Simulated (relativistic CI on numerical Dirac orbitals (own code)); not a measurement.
Cs¹⁷⁺: q coefficients and field-shift factors

Computed by Dirac-Coulomb-Breit CI, orbitals from a KLI potential per configuration, derivatives by finite differences, unscaled Slater integrals, QED left out (own radial code, finite nucleus).

Configurations in the expansion (outside the closed core [Ar] 3d10): 4s²4p⁶4d², 4s²4p⁵4d³, 4s²4p⁶4d4f, 4s²4p⁶4d5s, 4s4p⁶4d²4f, 4s²4p⁶4d5p, 4s²4p⁶4f², 4s4p⁶4f³. Double excitations out of closed p, d and f shells are left out; levels of such configurations are missing from the list, as are those of other unlisted configurations, and high levels can miss mixing partners.

With x = (α/α₀)² − 1 an excitation energy changes as ω = ω₀ + qx; K = 2q/ω₀ is the relative enhancement. Terms are leading LS components, so labels can repeat. The field-shift factor is F = δν/δ⟨r²⟩ for the transition from the lowest level.

Lowest level 4s²4p⁶4d² ³F2.

| Level | ω₀ (cm⁻¹) | q (cm⁻¹) | F (GHz/fm²) |
| --- | --- | --- | --- |
| 4s²4p⁶4d² ³F3 | 20221 | 22720 | 0.267 |
| 4s²4p⁶4d² ³P0 | 33268 | 5178 | 0.157 |
| 4s²4p⁶4d² ³F4 | 36220 | 33870 | 0.418 |
| 4s²4p⁶4d² ¹D2 | 40799 | 21230 | 0.322 |
| 4s²4p⁶4d² ³P1 | 45691 | 22810 | 0.354 |
| 4s²4p⁶4d² ¹G4 | 65835 | 36040 | 0.531 |
| 4s²4p⁶4d² ³P2 | 68215 | 46860 | 0.64 |
| 4s²4p⁶4d² ¹S0 | 118705 | 40310 | 0.754 |
| 4s²4p⁵4d³ ⁵F°2 | 663801 | 27000 | 1.96 |
| 4s²4p⁵4d³ ⁵D°1 | 666111 | 28860 | 1.92 |
| 4s²4p⁵4d³ ⁵F°3 | 669406 | 38950 | 2.12 |
| 4s²4p⁵4d³ ⁵D°0 | 671582 | 34600 | 2 |
| 4s²4p⁵4d³ ⁵S°2 | 676809 | 49620 | 1.89 |
| 4s²4p⁵4d³ ⁵F°4 | 677706 | 47610 | 2.22 |
| 4s²4p⁵4d³ ⁵F°5 | 690564 | 51330 | 2.19 |
| 4s²4p⁵4d³ ⁵D°2 | 692294 | 44260 | 2.06 |
| 4s²4p⁵4d³ ⁵D°3 | 692556 | 38120 | 1.75 |
| 4s²4p⁵4d³ ⁵D°1 | 694453 | 49480 | 1.79 |
| 4s²4p⁵4d³ ⁵D°4 | 695674 | 52280 | 1.97 |
| 4s²4p⁵4d³ ⁵G°6 | 703463 | 51910 | 2.12 |
| 4s²4p⁵4d³ ³G°3 | 705927 | 35830 | 2.34 |
| 4s²4p⁵4d³ ³G°4 | 713894 | 46850 | 2.29 |
| 4s²4p⁵4d³ ³P°2 | 715151 | 54050 | 2.47 |

At this charge energies of transitions that change n are usually good to better than 1 %, and those within a shell (Δn = 0) to a few per cent. Terms inside the open d or f shell come out 10 to 20 % too wide with unscaled integrals.

Which transition from the lowest level has the largest |K|?

4s²4p⁶4d² ³F3 at 20221 cm⁻¹, K = 2.25.
